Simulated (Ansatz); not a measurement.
GaH7OSi2 (`[SiH3][O][GaH][SiH3]`) from Hartree–Fock to CCSD(T)

```xyz
11

Si   -1.047    0.969    1.569
O    -1.555    0.007    0.356
Ga   -0.800   -0.866   -1.018
Si    1.591   -0.616   -1.203
H    -1.708    2.299    1.483
H    -1.374    0.356    2.884
H     0.431    1.177    1.505
H    -1.851   -1.651   -1.869
H     2.251   -1.127    0.029
H     2.122   -1.369   -2.371
H     1.942    0.820   -1.365
```

Charge 0, multiplicity 1. Correlated methods include outer-core shells of Ga, which these sets cover unevenly. Scalar relativity is left out up to krypton. All single points use the PBE0-D4/def2-TZVP geometry. It is one conformer, not always the lowest. Frozen core, restricted reference, the Gaussian-basis code of Ansatz.

```tsv
basis	HF (Eh)	MP2 corr.	CCSD corr.	(T)	CCSD(T) total
def2-SVP	-2579.61992	-0.60191	-0.64619	?	?
def2-TZVPP	-2580.17575	-0.72021	?	?	?
def2-QZVPP	?	-1.00522	–	–	–
```

Fill in the withheld values. (An estimate is asked.)

Ansatz gave: def2-SVP (T): -0.01757; def2-SVP CCSD(T) total: -2580.28368; def2-TZVPP CCSD corr.: -0.76528; def2-TZVPP (T): -0.02775; def2-TZVPP CCSD(T) total: -2580.96878; def2-QZVPP HF (Eh): -2580.23860.
